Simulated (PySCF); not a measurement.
**Nuclear repulsion and electron count by hand**

System: H2B, doublet, geometry from GFN2-xTB. Level: PySCF with CAMB3LYP/cc-pVDZ. Sums are taken with unrounded values, so a last digit can differ.

Coordinates (Å):

```
atom         x         y         z
----  --------  --------  --------
B1     0.00271   0.14408   0.00733
H2    -1.04993  -0.34153   0.00098
H3     1.03636  -0.37885  -0.03763
```

Problem. Work out the nuclear repulsion energy and the numbers of alpha and beta electrons.

Solution. In atomic units each pair adds Z_i Z_j / r_ij, with r in bohr (1 bohr = 0.529177 Å).
| pair | r (Å) | r (bohr) | Z_i Z_j | term (Eh) |
|---|---|---|---|---|
| B1-H2 | 1.1593 | 2.1907 | 5 | 2.2824 |
| B1-H3 | 1.1593 | 2.1907 | 5 | 2.2824 |
| H2-H3 | 2.0870 | 3.9438 | 1 | 0.2536 |
The sum is 4.8183 Eh; PySCF gives 4.8183 Eh. The atomic numbers add up to 7, so at charge +0 there are 7 electrons; multiplicity 2 means 1 unpaired, so 4 alpha and 3 beta.
